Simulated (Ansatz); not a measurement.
The first iterations of a band of AlH₇N₂O (11 atoms, charge 0, multiplicity 1).

Theory: RKS B3LYP-D4/6-31G* in Ansatz 0.2.0.

```
movable images  : 7
climbing image  : yes
spring          : 2.0 to 10.0 eV/Å², energy-weighted
optimiser       : quadratic models (default)
start path      : through a guess of the saddle point
force threshold : 0.05 eV/Å
iteration limit : 60
end points      : relaxed
```

Image 0:

```xyz
11
Properties=species:S:1:pos:R:3
Al -0.170 -0.044 0.123
H -0.185 -1.030 1.378
N 1.499 0.406 -0.583
H 2.282 -0.203 -0.363
H 1.575 0.642 -1.570
N -1.570 -0.036 -0.997
H -2.509 -0.294 -0.720
H -1.597 0.432 -1.895
O 0.084 1.745 1.092
H 0.980 1.724 0.629
H 0.242 1.627 2.044
```

Image 8:

```xyz
11
Properties=species:S:1:pos:R:3
Al 0.002 0.699 -0.567
H 0.046 -0.019 3.192
N 1.562 0.070 -1.148
H 1.661 -0.698 -1.800
H 2.474 0.421 -0.886
N -1.539 0.090 -1.204
H -1.653 -0.597 -1.937
H -2.439 0.409 -0.872
O -0.100 1.920 0.639
H 0.683 2.234 1.105
H -0.066 0.441 2.616
```

| iteration | highest image above the first end (eV) | largest band force component (eV/Å) |
| --- | --- | --- |
| 1 | 7.125 | 43.439 |
| 2 | 2.149 | 3.776 |
| 3 | 1.146 | 2.591 |
| 4 | 0.971 | 1.763 |
| 5 | 0.853 | 1.177 |
| 6 | 0.785 | 0.862 |
| 7 | 0.744 | 1.231 |
| 8 | 0.766 | 0.932 |
| 9 | 0.810 | 0.910 |
| 10 | 0.900 | 0.636 |
| 11 | 0.871 | 0.513 |
| 12 | 0.865 | 0.315 |
| 13 | 0.857 | 0.260 |
| 14 | 0.850 | 0.248 |
| 15 | 0.845 | 0.223 |

Does the band converge within its limit, and where does its top end?

It converged. It ended after 45 iterations with the highest image 0.840 eV above the first end. Another band between the same ends (7 images) ends at a top of the same energy, where a vibrational analysis finds 1 clearly imaginary mode. The orbitals stay closed-shell, which can raise the energy where a bond breaks towards radicals; this wasn't checked here.

The run took 15 min on 1 thread of Arm Neoverse V2 (shared host), peak memory 0.15 GiB.
